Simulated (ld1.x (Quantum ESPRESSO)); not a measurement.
What one change does to a pseudopotential (Au, TM semilocal)

gold (Au), norm-conserving Troullier–Martins (semilocal form), made with ld1.x (Quantum ESPRESSO) 7.5 (LDA (PZ), scalar-relativistic). Core [Kr] 4d10 4f14 5s2, reference 5p6 5d10 6s1 6p0. Waves: 5p (bound): rc 1.40 bohr; 5d (bound): rc 1.35 bohr; 6s (bound): rc 1.90 bohr. Local part: the s channel. Core correction: none.

Change: core correction a·sin(br)/r model core inside 1.48 bohr.

Cutoffs: the cutoffs (Ry, on a coarse ladder) from which the occupation-weighted sum of valence levels, in a spherical-Bessel basis at the reference potential, stays within 10 and 1 mRy of its value at 400 Ry; they do not see the model core or the augmentation charge, which bear on the density cutoff. Errors are all-electron minus pseudo energies relative to the spin-unpolarised reference configuration.

Problem. How do hardness, ghosts and transferability respond?

Solution. The potential gets neither clearly harder nor softer (90 Ry and 120 Ry → 90 Ry and 120 Ry); of the 9 tests that both files solve, the error grows in 1 and shrinks in 4 by more than 15 % and 0.3 meV (median size 12.6 → 5.3 meV); neither file shows a bound ghost. A semilocal file is local in each channel, so a ghost entry of none says nothing of the separable form that plane-wave codes build from it. A model core, the more so a compact one, raises the density cutoff, which this test does not measure.

```csv
quantity,base,changed
"cutoff, loose",90 Ry,90 Ry
"cutoff, tight",120 Ry,120 Ry
bound ghosts,none,none
"error for 5p6 5d10 6s0 6p0, meV [ΔE 9.77 eV]",-9.3,-9.9
"error for 5p6 5d9 6s0 6p0, meV [ΔE 31.28 eV]",-1.2,-4.8
"error for 5p6 5d8 6s0 6p0, meV [ΔE 65.44 eV]",+13,-1.6
"error for 5p6 5d10 6s0.5 6p0, meV [ΔE 3.95 eV]",-2.7,-2.8
"error for 5p5 5d10 6s1 6p0, meV [ΔE 66.40 eV]",-104,-108
"error for 5p6 5d7 6s0 6p0, meV [ΔE 113.44 eV]",+33,-5.3
"error for 5p6 5d10 6s0 6p1, meV [ΔE 5.40 eV]",+61,+61
"error for 5p6 5d10 6s1 6p0 (spin-polarised), meV [ΔE -0.13 eV]",+0.5,+0.1
"error for 5p6 5d9 6s0 6p0 (spin-polarised), meV [ΔE 31.13 eV]",+22,+11
s: phases at 2.04 bohr within 0.05 rad from the reference energy up to (Ry; the scan ends near 5),0.7,0.7
p: phases at 2.04 bohr within 0.05 rad from the reference energy up to (Ry; the scan ends near 5),0.8,0.8
d: phases at 2.04 bohr within 0.05 rad from the reference energy up to (Ry; the scan ends near 5),4.9,4.9
```
